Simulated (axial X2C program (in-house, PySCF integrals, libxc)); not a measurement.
**HoBr⁺: the levels of the configuration f10 s1**

Calculated with an in-house all-electron X2C program for linear molecules (integrals from PySCF): two-component X2C with atomic mean-field Coulomb and Gaunt terms, basis Ho dyall-v3z, Br dyall-v3z (cores contracted in-house). Orbitals come from Hartree–Fock averaged over the configuration Ho f10 s1; CI then distributes these electrons over the f, s shells of Ho.

R = 2.520 Å (near the minimum of the configuration average).

Lowest levels of this model:

| Ω | energy (cm⁻¹) | g∥ | configuration |
| --- | --- | --- | --- |
| 17/2 | 0 | 21.91 | 100% f10 s1 |
| 15/2 | 206 | 19.21 | 100% f10 s1 |
| 13/2 | 343 | 16.61 | 100% f10 s1 |
| 11/2 | 432 | 14.05 | 100% f10 s1 |
| 9/2 | 492 | 11.50 | 100% f10 s1 |
| 7/2 | 533 | 8.94 | 100% f10 s1 |
| 5/2 | 562 | 6.39 | 100% f10 s1 |
| 3/2 | 581 | 3.83 | 100% f10 s1 |
| 1/2 | 591 | 1.28 | 100% f10 s1 |
| 15/2 | 1970 | 18.23 | 100% f10 s1 |
| 13/2 | 2035 | 15.76 | 100% f10 s1 |
| 11/2 | 2090 | 13.31 | 100% f10 s1 |
| 9/2 | 2144 | 10.87 | 100% f10 s1 |
| 7/2 | 2198 | 8.44 | 100% f10 s1 |
| 5/2 | 2246 | 6.02 | 100% f10 s1 |
| 3/2 | 2283 | 3.61 | 100% f10 s1 |
| 1/2 | 2303 | 1.20 | 100% f10 s1 |
| 15/2 | 5444 | 18.33 | 100% f10 s1 |
| 13/2 | 5541 | 15.59 | 100% f10 s1 |
| 11/2 | 5638 | 13.11 | 100% f10 s1 |
| 9/2 | 5719 | 10.73 | 100% f10 s1 |
| 7/2 | 5780 | 8.38 | 100% f10 s1 |
| 5/2 | 5825 | 6.00 | 100% f10 s1 |
| 3/2 | 5856 | 3.61 | 100% f10 s1 |
| 1/2 | 5871 | 1.20 | 100% f10 s1 |
| 13/2 | 6137 | 15.14 | 100% f10 s1 |
| 11/2 | 6223 | 12.73 | 100% f10 s1 |
| 9/2 | 6306 | 10.35 | 100% f10 s1 |
| 7/2 | 6377 | 8.00 | 100% f10 s1 |
| 5/2 | 6431 | 5.69 | 100% f10 s1 |

g∥ is the magnitude of 2⟨Lz + ge Sz⟩ for the +Ω component.

(1) From Ω and g∥ of the lowest level, whose 2⟨Lz + ge Sz⟩ is positive, find ⟨Sz⟩ and ⟨Lz⟩ (ge = 2.0023).

Occupations of the active spinors in the lowest level by ω, shell by shell in order of energy: -7/2: 0.00; -5/2: 0.93 0.07; -3/2: 0.85 0.15; -1/2: 0.74 0.26 0.00; 1/2: 1.00 1.00 1.00; 3/2: 1.00 1.00; 5/2: 1.00 1.00; 7/2: 1.00. The leading determinant has weight 0.58 among 34.

This point took 2 s on 1 thread of Arm Neoverse V2, with other jobs on the host.

Dynamic correlation is missing, so gaps between terms are too wide and other configurations may lie lower; the lowest level listed is that of this model, not necessarily the ground state. At most 4 roots were kept for each Ω > 0 (twice that for Ω = 0) within 2.2 eV of the lowest, so higher up levels can be missing between those listed; levels with Ω > 0 are doubly degenerate and listed once, Ω = 0 levels singly.

Results:

(1) Ω = ⟨Lz⟩ + ⟨Sz⟩ = 17/2 and ⟨Lz⟩ + ge⟨Sz⟩ = 10.955, so ⟨Sz⟩ = 2.45 and ⟨Lz⟩ = 6.05.
